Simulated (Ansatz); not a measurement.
Stepwise reaction of `O[SiH2]C[SiH2]O` with water, as a gas-phase model of exchange steps in deposition or etching. ΔE in kJ/mol.

Program: Ansatz. Geometries: PBE0-D4/def2-TZVP. ΔE: electronic, gas phase. CCSD(T)/CBS is the MP2 limit (def2-TZVPP, def2-QZVPP) plus CCSD(T) − MP2 in def2-TZVPP, frozen cores. This one scheme is used for every species. DFT in def2-TZVPP. B3LYP here is the variant with VWN-RPA as its local correlation; programs differ in this. One conformer a species, not always the lowest.

| step | reaction | PBE-D4 | B3LYP-D4 | ωB97M-V | CCSD(T)/CBS |
| --- | --- | --- | --- | --- | --- |
| 1 | `O[SiH2]C[SiH2]O` + H₂O → `O[SiH2]C[SiH](O)O` + H₂ | -89.4 | -94.7 | -96.1 | -91.9 |

(1) Give the row of step 2, `O[SiH2]C[SiH](O)O` + H₂O → `O[SiH2]C[Si](O)(O)O` + H₂. (An estimate is asked.)

(2) By hand: ΔE of the 2 steps together at CCSD(T)/CBS.

## Answers

(1) Ansatz gave: 
| step | reaction | PBE-D4 | B3LYP-D4 | ωB97M-V | CCSD(T)/CBS |
| --- | --- | --- | --- | --- | --- |
| 2 | `O[SiH2]C[SiH](O)O` + H₂O → `O[SiH2]C[Si](O)(O)O` + H₂ | -100.2 | -106.5 | -108.3 | -104.4 |

(2) (-91.9) + (-104.4) = -196.3 kJ/mol, or -98.2 kJ/mol a step.

In ΔE each step is lower than the one before. All are downhill at CCSD(T)/CBS. PBE-D4 differs from CCSD(T)/CBS by 2.5 to 4.2 kJ/mol a step. Isolated molecules leave out the surface, adducts and barriers. Largest T1 diagnostic: 0.011.
